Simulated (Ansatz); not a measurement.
Relaxation of CH$_{7}$O$_{2}$Si (11 atoms, charge 0, multiplicity 2), to a largest force component of 0.03 eV/Å in at most 50 steps.

The calculation used UKS LDA/def2-SVP (Ansatz 0.2.0).

```xyz
11
Properties=species:S:1:pos:R:3
Si -0.054 0.009 -0.322
H 0.023 0.025 2.337
H 1.326 0.041 -0.934
O -0.809 1.295 -1.057
H -1.785 1.317 -1.004
O -0.801 -1.421 -0.757
H -1.226 -1.921 -0.039
C 0.030 -0.006 3.450
H -0.543 -0.884 3.806
H 1.075 -0.075 3.811
H -0.435 0.923 3.838
```

Task: Where does it end, and by what steps?

Result: It converged. After 12 steps the energy has fallen by 0.018 eV; H5 moved furthest, 0.40 Å.

```
step  energy less start (eV)  largest force component (eV/Å)  accepted
   0                  0.0000                           0.152       yes
   1                 -0.0050                           0.097       yes
   2                 -0.0066                           0.045       yes
   3                 -0.0075                           0.034       yes
   4                 -0.0086                           0.064       yes
   5                 -0.0096                           0.109       yes
   6                 -0.0109                           0.197       yes
   7                 -0.0126                           0.265       yes
   8                 -0.0149                           0.277       yes
   9                 -0.0108                           0.107        no
  10                 -0.0176                           0.094       yes
  11                 -0.0178                           0.082       yes
  12                 -0.0182                           0.008       yes
```

```xyz
11
Properties=species:S:1:pos:R:3
Si -0.173 0.135 -0.351
H -0.047 0.130 2.416
H 1.286 0.077 -0.770
O -0.811 1.264 -1.387
H -1.785 1.315 -1.403
O -0.978 -1.301 -0.629
H -1.006 -1.923 0.120
C 0.053 -0.055 3.512
H -0.532 -0.951 3.795
H 1.121 -0.213 3.760
H -0.329 0.826 4.064
```

Whether the end is a true minimum wasn't checked by a vibrational analysis.

Time of the run: 7.9 s on 4 threads of Arm Neoverse V2 (shared host), peak memory 0.14 GiB.
